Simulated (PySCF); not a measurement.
Gas-phase reaction: Mg + F = MgF

Energies from PySCF, thermal terms from the rigid-rotor harmonic-oscillator model, ideal gas at 1 bar. The comparison is the NASA 1993 polynomial table, which mixes measured and estimated data. † marks an energy on the PBE0/def2-TZVP geometry and frequencies; other levels use their own. MP2 and CCSD(T) freeze the core. 6-31G* has spherical d functions here. Open shells (unrestricted): F (multiplicity 2), MgF (multiplicity 2); the rest are closed-shell singlets. Spin-orbit splitting is ignored; it lowers the true energy and changes the entropy of F. B3LYP is the form with VWN-RPA correlation. For Mg the outer core is correlated in a valence basis, which is rough. MP2 isn't extrapolated to the basis-set limit. CCSD(T) isn't extrapolated to the basis-set limit. The table's entry may be an old estimate for MgF (not checked at source).

```tsv
level	ΔH°(298 K), kJ
table	-463.3
B3LYP/6-31G*	…
B3LYP/def2-TZVP†	-426.6
BLYP/def2-TZVP†	-437.4
CCSD(T)/def2-TZVPP†	…
HF/6-31G*	-324.6
MP2/def2-TZVPP†	-465.3
PBE/def2-SVP	-460.0
r2SCAN/def2-TZVP†	-457.3
ωB97M-V/def2-TZVP†	…
ωB97X-V/def2-TZVP†	…
```

Q: Fill in the missing entries.

A: 
- B3LYP/6-31G*, ΔH°(298 K), kJ: -426.0
- CCSD(T)/def2-TZVPP†, ΔH°(298 K), kJ: -415.2
- ωB97M-V/def2-TZVP†, ΔH°(298 K), kJ: -414.0
- ωB97X-V/def2-TZVP†, ΔH°(298 K), kJ: -435.8
